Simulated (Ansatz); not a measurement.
Reaction (hydrogenolysis of a C–C bond): `CC1C[SiH2]S1` + H₂ → `C1CS[SiH2]1` + CH₄

Isolated molecules relaxed with PBE0-D4/def2-TZVP in Ansatz; ΔE leaves out vibrations. CBS: MP2 limit from def2 TZ/QZ plus the TZ coupled-cluster correction, frozen cores. This one scheme is used for every species. DFT in def2-TZVPP. B3LYP here is the variant with VWN-RPA as its local correlation; programs differ in this.

```
         level  ΔE (eV)
     r2SCAN-D4    -0.58
       PBE0-D4    -0.59
       ωB97X-V    -0.59
           PBE    -0.63
         B3LYP    -0.72
 HF/def2-QZVPP    -0.82
MP2/def2-QZVPP    -0.50
  HF/CBS(def2)    -0.82
```

(1) What does CCSD(T)/CBS give? (An estimate is asked.)

Largest T1 diagnostic among the species: 0.011.

Answers

(1) The calculation gave: -0.56 eV. The listed levels differ from it by -0.02, -0.03, -0.03, -0.07, -0.16, -0.26, 0.06, -0.26 eV.

The D4 term adds +0.12 eV with B3LYP and +0.07 eV with PBE0; it sums over pairs of atoms, weighted by their polarisabilities, and B3LYP, whose exchange is more repulsive, gets the larger term. In def2-TZVPP, CCSD(T) changes the Hartree–Fock value by +0.25 eV (the triples alone add +0.05 eV) and MP2 by +0.31 eV.
